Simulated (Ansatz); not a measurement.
CH3Li (SMILES [Li][CH3]) moved off its minimum; all values from Ansatz (an electronic-structure program), cores frozen in correlated methods.
(charge 0, multiplicity 1)
```xyz
5

Li    -0.9644    -0.7131    -0.8371
C      0.2963     0.1583     0.1883
H      0.7882    -0.5175     0.7961
H     -0.1746     0.7352     1.0820
H      0.9573     0.6505    -0.3329
```

```
level                largest force (eV/Å)  on atom  rms difference from CCSD(T)/aug-cc-pVTZ (eV/Å)  dipole (D)
-------------------  --------------------  -------  ----------------------------------------------  ----------
HF/def2-TZVPP                        6.37       C2                                           0.153        5.60
PBE/def2-TZVPP                       6.28       C2                                           0.101        5.08
r2SCAN/def2-TZVPP                    6.28       C2                                           0.069        5.35
B3LYP/def2-TZVPP                     6.19       C2                                           0.078        5.25
wB97M-V/def2-TZVPP                   6.25       C2                                           0.079        5.27
MP2/aug-cc-pVTZ                      6.33       C2                                           0.086        5.50
CCSD(T)/aug-cc-pVTZ                  6.26       C2                                           0.000        5.49
```

The differences count from one level among others, with limits of its own. Forces at CCSD(T)/aug-cc-pVTZ (eV/Å):

```
atom      Fx      Fy      Fz
----  ------  ------  ------
Li1   -0.943  -0.597  -0.685
C2    -4.876  -0.649   3.869
H3     1.594  -2.111   1.051
H4     0.549   0.056  -1.704
H5     3.676   3.302  -2.530
```
